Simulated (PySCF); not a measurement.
C₆H₁₁BO₂.
Numbering: `[CH2:1]=[C:2]([CH3:3])[C@H:4]1[CH2:5][CH2:6][O:7][BH:8][O:9]1` (hydrogens: H10, H11 on C1; H12, H13, H14 on C3; H15 on C4; H16, H17 on C5; H18, H19 on C6; H20 on B8)

The closed-shell ground state was solved at several levels (PySCF, density fitting, gas phase, non-relativistic). Isolated species at its PBE0-D3(BJ)/def2-SVP geometry (one conformer only).

```
              level  basis functions  total energy (Eh)  HOMO (eV)  LUMO (eV)  gap (eV)  dipole (D)
CAM-B3LYP/def2-SVPD              274          -410.1524      -8.61       0.95      9.56        3.21
       PBE/pcSseg-1              208          -410.0651      -6.15      -0.73      5.42        3.25
```

Question: What might PBE0/pcSseg-1 (208 basis functions) give for the same quantities?

Answer: Total energy -410.1018 Eh, HOMO -7.26 eV, LUMO 0.29 eV, gap 7.55 eV, dipole 3.26 D.

Question: Over all these levels, which gives the widest orbital gap and which the narrowest?

Answer: CAM-B3LYP/def2-SVPD (range-separated hybrid) has the widest, 9.56 eV, and PBE/pcSseg-1 (GGA) the narrowest, 5.42 eV. Functional and basis both differ between the two, so the spread mixes both effects.

Question: How far do the dipole and the HOMO energy spread over the levels?

Answer: The dipole runs from 3.21 to 3.26 D (mean 3.24 D) and the HOMO from -8.61 to -6.15 eV.
